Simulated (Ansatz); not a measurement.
System: P2H3, charge 0, doublet. P2H3 (SMILES [PH]P, doublet).
B3LYP-D3(BJ)/def2-TZVP minimum from Ansatz (a quantum-chemistry and plane-wave program):
```
P
H 1 1.4160
H 1 1.4187 2 95.53
P 1 2.1895 2 97.11 3 100.93
H 4 1.4237 1 92.01 2 -157.85
```
Charge 0, spin multiplicity 2.

Total energies in cc-pV(D+d)Z, 13 correlated electrons, 10 frozen orbitals. Radicals and triplets start from unrestricted determinants; spin-orbit coupling is neglected. Correlated methods leave the cores frozen. No relativity.

```tsv
method	program	energy (Eh)	minus CCSDT(Q) (mEh)
HF	Ansatz	-683.20747	279.42
MP2	Ansatz	-683.43277	54.12
CCSD	Ansatz	-683.47672	10.17
CCSD(T)	Ansatz	-683.48507	1.82
CCSDT(Q)	Ansatz	-683.48689	0.00
```

Rough core times of Ansatz's runs on a shared machine: CCSD(T) under 20 s, CCSDT(Q) 4 min.
